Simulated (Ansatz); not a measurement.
Total energies of C2H7FGaNS, SMILES `C[N](C)[Ga]([F])[SH]`.

```json
{"atom": "C1", "x (Å)": "0.080", "y (Å)": "-0.378", "z (Å)": "1.650"}
{"atom": "N2", "x (Å)": "-0.004", "y (Å)": "-0.027", "z (Å)": "0.252"}
{"atom": "C3", "x (Å)": "-0.665", "y (Å)": "1.225", "z (Å)": "0.002"}
{"atom": "Ga4", "x (Å)": "0.675", "y (Å)": "-1.096", "z (Å)": "-1.031"}
{"atom": "F5", "x (Å)": "1.432", "y (Å)": "-2.567", "z (Å)": "-0.447"}
{"atom": "S6", "x (Å)": "0.686", "y (Å)": "-0.818", "z (Å)": "-3.196"}
{"atom": "H7", "x (Å)": "0.590", "y (Å)": "-1.335", "z (Å)": "1.777"}
{"atom": "H8", "x (Å)": "0.635", "y (Å)": "0.381", "z (Å)": "2.219"}
{"atom": "H9", "x (Å)": "-0.918", "y (Å)": "-0.464", "z (Å)": "2.100"}
{"atom": "H10", "x (Å)": "-1.700", "y (Å)": "1.216", "z (Å)": "0.374"}
{"atom": "H11", "x (Å)": "-0.147", "y (Å)": "2.060", "z (Å)": "0.494"}
{"atom": "H12", "x (Å)": "-0.702", "y (Å)": "1.446", "z (Å)": "-1.067"}
{"atom": "H13", "x (Å)": "0.038", "y (Å)": "0.358", "z (Å)": "-3.127"}
```

Total charge 0; spin multiplicity 1. Correlated methods include outer-core shells of Ga, which these sets cover unevenly. Scalar relativity is left out up to krypton. The geometry is a stationary point of PBE0-D4/def2-TZVP. It is one conformer, not always the lowest. Basis def2-TZVPP, Ansatz.

RPA on PBE orbitals: Hartree–Fock energy of these orbitals -2554.59145 Eh, correlation -1.93498 Eh (frozen core).

```
             functional                                       kind  energy without D4 (Eh)  D4 term (kJ/mol)
            LDA (SPW92)                                        LDA             -2552.03428                 –
                 revPBE                                        GGA             -2557.97321             -88.6
                   BLYP                                        GGA             -2558.26053             -66.2
                 B97M-V                         meta-GGA with VV10             -2557.75331                 –
                   PBE0         global hybrid, 25 % exact exchange             -2557.61906             -26.3
                r2SCANh                      meta-GGA hybrid, 10 %             -2558.08719              -8.4
                r2SCAN0                      meta-GGA hybrid, 25 %             -2558.05287              -9.2
HSE06 (plane-wave form)                            screened hybrid             -2557.59949             -24.7
                  BHLYP                        global hybrid, 50 %             -2558.11992             -39.6
                LC-ωPBE                long-range corrected hybrid             -2557.77047                 –
                ωB97X-V       range-separated hybrid GGA with VV10             -2557.95965                 –
                ωB97M-V  range-separated hybrid meta-GGA with VV10             -2558.05100                 –
                 B2PLYP                              double hybrid             -2557.60803                 –
               PBE-QIDH                              double hybrid             -2557.17210                 –
```

**Question.** Give the same for PBE, r2SCAN, B3LYP, CAM-B3LYP. (An estimate is asked.)

**Answer.** Ansatz gave: 
| functional | kind | energy without D4 (Eh) | D4 term (kJ/mol) |
| --- | --- | --- | --- |
| PBE | GGA | -2557.53053 | -30.8 |
| r2SCAN | meta-GGA | -2558.11149 | -7.8 |
| B3LYP | global hybrid, 20 % | -2558.34106 | -49.4 |
| CAM-B3LYP | range-separated hybrid | -2558.30629 | -26.9 |

B3LYP takes the VWN-RPA correlation (the form of Gaussian; ORCA's B3LYP/G). HSE06 is the plane-wave form, built on full-range PBE exchange. The double hybrids freeze the cores in their second-order part.

LC-ωPBE has ω = 0.4 bohr⁻¹.
